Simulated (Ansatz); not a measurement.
Job for Ansatz (a quantum-chemistry and plane-wave program): R-RI-MP2/aug-cc-pV(T+d)Z on AlH3 (SMILES [AlH3]) with ghost functions, monomers drawn apart or pushed together. Files ending in .json are basis or fitting sets from the Basis Set Exchange.

Ansatz 0.2 input:
```yaml
crystal:
  periodic: [false, false, false]
  atoms:
    - {symbol: Al, position_ang: [0.15416424, 0.33256906, 0.90957960]}
    - {symbol: H, position_ang: [1.05861000, 1.63455962, 1.00343385]}
    - {symbol: H, position_ang: [-1.37151095, 0.45401939, 1.38497158]}
    - {symbol: H, position_ang: [0.49958353, -0.77486270, -0.17499274]}
basis:
  gaussian:
    orbitals: aug-cc-pV_T+d_Z.json
    fitting: {mean_field: def2-universal-JKFIT, correlation: aug-cc-pVTZ-RIFIT.json}
    ghost_atoms:
      - {symbol: C, position_ang: [0.04794975, -0.82724391, 3.33048173]}
      - {symbol: O, position_ang: [0.76031449, -0.53323561, 2.39183926]}
      - {symbol: H, position_ang: [-1.02054418, -0.57596704, 3.32417516]}
      - {symbol: H, position_ang: [0.47638130, -1.34940261, 4.19379466]}
magnetization: {spin_polarized: false}
correlation: {method: mp2, electrons: outside_noble_gas}
scf: {lower_state_search: off}
```

It printed:

```
WARN ansatz: RAYON_NUM_THREADS=1 ignored (pool sized by the plan → 1); use --threads N
Functional definition: HF
these checks for a lower state are left out or cut short: stability, starts, cluster_reference, orbital_swaps, neighbouring_geometries, increment
integrals: 0.23 GiB planned
370 factors; integrals over basis functions are off by at most 1.2e0 eV
mean field: 0.38 GiB planned
mean field evaluation 1: about -6629.3537 eV, gradient 9.2e0 eV
mean field evaluation 2: about -6629.7745 eV, gradient 2.4e0 eV
mean field evaluation 4: about -6629.8113 eV, gradient 5.4e-2 eV
mean field -6629.81127796 eV, -243.6410706176 hartree, gradient 1.2e-6 eV, S^2 0.000000; 0 other end points of the search recorded, 0 dependent functions left out
5 core orbitals not correlated
589 factors; their error is unknown
reference -6629.81127796 eV, -243.6410706176 hartree; 3, 3 occupied and 254, 254 virtual orbitals, 589 factors
second order -2.62748762 eV of doubles, -0.00000000 eV of singles
Total energy: -6632.43876559 eV, -243.7376290068 hartree
Checks for a lower state left out: stability, starts, cluster_reference, orbital_swaps, neighbouring_geometries, increment
```

The calculation finished and met its thresholds.

Cost: about 1.2 core-seconds (a rough figure).
